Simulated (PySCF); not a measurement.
Complete the spectrum of C6H6B2Cl2

Compound: C6H6B2Cl2.
SMILES: `ClB(Cl)c1cc(B)ccc1`

Computed with TDDFT wB97X-D/def2-SVPD, vertical, gas phase, core orbitals frozen in the response (PySCF). Isolated species at its PBE0-D3(BJ)/def2-SVP geometry, gas phase. Torsions of this conformer, `[BH2:1][c:2]1[cH:3][cH:4][cH:5][c:6]([B:7]([Cl:8])[Cl:9])[cH:10]1`: C5–C6–B7–Cl8 -1°.

Lowest singlets, with some entries withheld (?).

```
state  λ (nm)       f  main configurations (H = HOMO, L = LUMO)
   S1   265.2   0.030                  H→L (66%), H-1→L+1 (17%)
   S2       ?       ?                                         ?
   S3   221.3  0.0017   H-3→L (55%), H-6→L+1 (18%), H-6→L (10%)
   S4   220.9   0.744                  H-1→L+1 (69%), H→L (15%)
   S5   219.6  0.0004   H-4→L (46%), H-4→L+1 (33%), H-2→L (11%)
   S6       ?       ?                                         ?
```

Supply the missing values.

- S2: λ = 239.1 nm; f = 0.125; H-1→L (63%), H→L+1 (22%), H→L (12%)
- S6: λ = 214.8 nm; f = 0.081; H→L+1 (52%), H-1→L (16%), H-2→L (12%)

What is the mean static polarisability from the same response equations?

127.3 au (18.87 Å³), with principal values 74.3, 138.1 and 169.7 au.

How far apart are S3 and S4, in eV and cm⁻¹?

5.612 − 5.603 = 0.009 eV, or about 70 cm⁻¹.
